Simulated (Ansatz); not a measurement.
`NC([SiH3])N[SiH3]` + `N=[C](O)[GaH2]` → `O/[C]([GaH2])=N/[SiH3]` + `NCN[SiH3]`  (ligand exchange at the Si–C bond)

Computed with Ansatz on PBE0-D4/def2-TZVP structures; ΔE is electronic, products minus reactants. CCSD(T)/CBS adds triple-zeta CCSD(T) − MP2 to the extrapolated MP2 energy (def2 sets, frozen cores). Functionals use def2-TZVPP. B3LYP here is the variant with VWN-RPA as its local correlation; programs differ in this. For Ga outer-core shells are correlated without core-valence functions, which leaves a few kJ/mol of doubt a bond. Scalar relativity is left out up to krypton. One conformer a species, not always the lowest.

Problem. Is it downhill or uphill in electronic energy at CCSD(T)/CBS, and by how much? (An estimate is asked.)

Solution. Ansatz gave: Downhill: ΔE = -0.94 eV.

Problem. What do these levels give: PBE0-D4, B3LYP-D4, ωB97X-V, r2SCAN, PBE0, B3LYP, HF/def2-TZVPP, SCS-MP2/def2-TZVPP, CCSD(T)/def2-TZVPP, HF/def2-QZVPP, HF/CBS(def2), MP2/CBS(def2)? (Best estimate.)

Solution. Ansatz gave: PBE0-D4 -0.92, B3LYP-D4 -0.91, ωB97X-V -0.91, r2SCAN -0.97, PBE0 -0.93, B3LYP -0.94, HF/def2-TZVPP -1.05, SCS-MP2/def2-TZVPP -0.97, CCSD(T)/def2-TZVPP -0.95, HF/def2-QZVPP -1.06, HF/CBS(def2) -1.06, MP2/CBS(def2) -0.98 eV.

Largest T1 diagnostic among the species: 0.015.

From PBE to PBE0 (25 % exact exchange), in def2-TZVPP and without D4, ΔE moves by −0.06 eV. In def2-TZVPP, CCSD(T) changes the Hartree–Fock value by +0.10 eV (the triples alone add +0.01 eV) and MP2 by +0.06 eV.
